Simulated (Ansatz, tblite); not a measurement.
Forces on the cluster Al4Ga3⁺ at its PBE-D4/def2-SVP geometry. The state is a singlet with charge 1.

The xTB rows come from tblite. The restricted singlet is unstable towards broken spin symmetry at other levels; at PBE-D4/def2-TZVP this wasn't settled. Another isomer (singlet) lies 1.71 eV lower at PBE0-D4/def2-TZVP; other spin states weren't run for this one.

GFN1-xTB (tblite), largest force 0.50 eV/Å:

```xyz
7
positions Å, forces eV/Å
Al    0.494   -1.636   -0.172    0.270   -0.151    0.005
Al   -2.639   -1.513   -1.452   -0.245   -0.150   -0.155
Al    2.161    0.564   -0.242    0.017    0.061    0.119
Al   -0.318    0.951   -1.394    0.157    0.209   -0.166
Ga    1.334   -0.499    1.991    0.008    0.222   -0.183
Ga    0.451    2.313    0.662    0.153   -0.241    0.036
Ga   -1.482   -0.179    0.607   -0.360    0.049    0.344
```

GFN2-xTB (tblite), largest force 0.89 eV/Å:

```
Al 0.010 0.411 -0.794
Al 0.301 0.011 -0.179
Al -0.509 -0.353 -0.408
Al 0.381 -0.774 -0.234
Ga 0.133 0.016 0.581
Ga -0.011 0.471 0.366
Ga -0.305 0.218 0.667
```

PBE-D4/def2-TZVP (Ansatz), largest force 0.07 eV/Å:

```
Al -0.034 0.043 -0.020
Al 0.062 0.031 0.024
Al -0.001 0.010 0.022
Al -0.004 -0.052 0.025
Ga -0.010 0.011 -0.041
Ga 0.006 -0.039 -0.017
Ga -0.018 -0.003 0.007
```
